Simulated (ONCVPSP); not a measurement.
indium, ONCV: configuration errors across variants

ONCVPSP 4.0.1 input, shortened (lines: element, Z, core and valence counts, functional; n l f; lmax; l rc ep ncon nbas qcut; lloc lpopt rc5 dvloc0; l nproj debl; icmod fcfact rcfact), PBEsol, scalar-relativistic:

```
  In 49.00    9    2  -116133      upf
    1    0    2.00
    2    0    2.00
    2    1    6.00
    3    0    2.00
    3    1    6.00
    3    2   10.00
    4    0    2.00
    4    1    6.00
    4    2   10.00
    5    0    2.00
    5    1    1.00
    1
    0    2.20    0.00    4    7    2.90
    1    2.20    0.00    3    8    3.50
    1    5    2.20    0.00
    0    3    0.80
    1    0    0.90
    3    4.00    1.75
```

All-electron excitation energies from the reference (eV): (1) 5s2 5p0 5.361; (2) 5s1 5p0 24.640; (3) 5s2 5p0.5 1.941; (4) 5s0 5p3 12.013.

3 further variants failed, have other tests or too few solved ones, and are left out.

A true bound ghost makes a file unfit for plane-wave use even where its test errors are small: the radial tests pick states by their node count and pass the ghost by.

Errors AE − PS in meV (a dash: test not solved or not reliable):

```json
{"change": "base", "(1)": "-147", "(2)": "-672", "(3)": "-31", "(4)": "-107", "bound ghosts": "s", "GHOST(+) flags above zero": "none"}
{"change": "s: qcut 2.3", "(1)": "-147", "(2)": "-675", "(3)": "-31", "(4)": "-118", "bound ghosts": "s", "GHOST(+) flags above zero": "s"}
{"change": "s: qcut 2.7", "(1)": "-147", "(2)": "-675", "(3)": "-31", "(4)": "-111", "bound ghosts": "s", "GHOST(+) flags above zero": "s"}
{"change": "s: qcut 3", "(1)": "-147", "(2)": "-672", "(3)": "-31", "(4)": "-106", "bound ghosts": "s", "GHOST(+) flags above zero": "none"}
```

(1) Give the same row for: s: qcut 1.8.

Answers

(1) -147, -678, -31, -125; bound ghosts: s; GHOST(+) flags above zero: none.
